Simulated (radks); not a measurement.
Values are calculated unless marked as measured or tabulated.
Question: Species: Cl2+. Configuration: [Ne] 3s2 3p3 (the NIST ground configuration). Level of theory: non-relativistic Kohn-Sham, LB94 model potential, spin-polarised, spherical densities, point nucleus; open shells are filled with parallel spins first (a radial shooting solver on a logarithmic mesh with Libxc functionals). Some entries of the table are withheld. Estimate them.

orbital,occ.,eigenvalue (hartree),<1/r> (bohr^-1)
1s down,1,-103.6208,16.58
1s up,1,-103.6135,16.58
2s up,1,-10.84573,3.286
2s down,1,-10.83716,3.273
2p up,3,-8.68452,3.227
2p down,3,-8.66901,3.216
3s up,1,(1),(2)
3s down,1,(3),(4)
3p up,3,-1.41791,0.8472
3p down,0,-1.36565,0.8692
3d up,0,-0.76974,0.6047
3d down,0,-0.72292,0.6126
4s up,0,(5),0.3984
4s down,0,(6),0.3889

Answer: 
(1) 3s up eigenvalue (hartree): -1.88798
(2) 3s up <1/r> (bohr^-1): 0.9546
(3) 3s down eigenvalue (hartree): -1.84099
(4) 3s down <1/r> (bohr^-1): 0.9794
(5) 4s up eigenvalue (hartree): -0.67589
(6) 4s down eigenvalue (hartree): -0.65317
